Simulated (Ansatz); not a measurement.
The cluster Li₂Al₃⁻. Total charge -1; singlet. Geometry PBE-D4/def2-TZVPD; atoms count from 1.

```xyz
5

Li    0.085    1.597   -0.842
Li   -1.638   -0.804    0.300
Al    0.227   -0.910   -1.872
Al    0.372    1.127    1.843
Al    0.955   -1.010    0.572
```

At PBE0-D4/def2-TZVPD a triplet of charge -1 lies 0.23 eV below the restricted singlet, each at its own geometry. The structure comes from a short search, and lower isomers may exist.

Estimate the Mulliken populations from the PBE0/def2-TZVPD orbitals of Ansatz.


```csv
atom,charge (e)
Li1,0.25
Li2,0.32
Al3,-0.65
Al4,-0.55
Al5,-0.36
```
Mulliken values and Mayer orders depend strongly on the basis. With diffuse functions, as here, like atoms can get unlike values, and bond orders can come out too low or too high.

And the Mayer bond orders between bonded heavy atoms (over 0.3)?

Li1–Al3 0.42 (2.71 Å); Li1–Al4 0.39 (2.74 Å); Li2–Al3 0.32 (2.86 Å); Li2–Al5 0.43 (2.62 Å); Al3–Al5 1.09 (2.55 Å); Al4–Al5 1.06 (2.55 Å). Values over 0.3 also appear between atoms too far apart for a bond (Li1–Al5 0.33 at 3.09 Å; Al3–Al4 0.65 at 4.24 Å); they arise where an orbital or an unpaired electron spreads over both atoms.
